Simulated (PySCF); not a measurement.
Computed shifts of a molecule CH8OSi2, KT2/pcSseg-1 run with PySCF, GIAO, gas phase, atoms alike by connectivity averaged where their shifts nearly agree, in ppm (number of nuclei): ²⁹Si: -10.3 (1), -34.9 (1). ¹³C: 1.3 (1). ¹H: 5.52 (2), 5.46 (3), 0.63 (3). References: ²⁹Si against TMS (σ = 361.9 ppm); ¹⁷O against H2O (σ = 330.4 ppm); ¹³C against TMS (σ = 185.1 ppm); ¹H against TMS (σ = 31.47 ppm), references at their B3LYP-D3(BJ)/def2-TZVP geometries, non-relativistic. Geometry: PBE0-D3(BJ)/def2-SVP. One conformer was computed; it need not be the lowest.

Task: Which structure fits?
(A) C[Si@@H](O)[SiH3]
(B) CO[SiH2][SiH3]
(C) C[SiH2][SiH2]O
(D) C[SiH2]O[SiH3]

Result: D, C[SiH2]O[SiH3]
